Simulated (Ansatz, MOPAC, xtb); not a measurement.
The molecule ClF+, multiplicity 2 (lowest of 2S+1 = 2, 4 at CCSD(T)/def2-TZVPP on PBE0 minima; our sources give no spin for the ground state, which may be another).

Constants: fifth-degree fit in 1/R to seven points, most abundant isotopes. Runs in def2 and cc sets follow the lowest solution found near the PBE0 minimum.

Codes used: Ansatz (a quantum-chemistry and plane-wave program) with Gaussian orbitals; MOPAC for AM1, PM3, PM6, PM7 (differences of heats of formation); xtb for the GFN methods. Values without a source in brackets are computed. The GFN methods have no spin term and hold the electronic entropy of 300 K.

```
level                 r_e (Å)  ω_e (cm⁻¹)  ω_e x_e (cm⁻¹)  α_e (cm⁻¹)
--------------------  -------  ----------  --------------  ----------
AM1                     1.602        1079             6.7      0.0027
PM3                     1.526         930             8.4      0.0072
PM6                     1.614         813             4.1      0.0037
PM7                     1.582         905             5.2      0.0038
GFN1-xTB                1.565         854             3.4      0.0036
GFN2-xTB                1.600         699             2.5      0.0034
SVWN5/def2-TZVPP        1.535         943             4.6      0.0043
PBE/def2-TZVPP          1.557         897             4.6      0.0043
r2SCAN/def2-TZVPP       1.540         940             4.6      0.0043
B97M-V/def2-TZVPP       1.532         949             4.8      0.0044
B3LYP/def2-TZVPP        1.541         936             4.5      0.0043
PBE0/def2-TZVPP         1.524         984             4.7      0.0042
BHLYP/def2-TZVPP        1.510        1016             5.3      0.0044
CAM-B3LYP/def2-TZVPP    1.527         980             4.5      0.0041
wB97X-V/def2-TZVPP      1.524        1000             4.5      0.0040
wB97M-V/def2-TZVPP      1.527         988             4.4      0.0040
B2PLYP/def2-TZVPP       1.538         948             3.5      0.0040
```

Frozen-core correlation. The state that AM1, PM3, PM6, PM7 reach isn't checked; PM7 holds dispersion and hydrogen-bond terms.
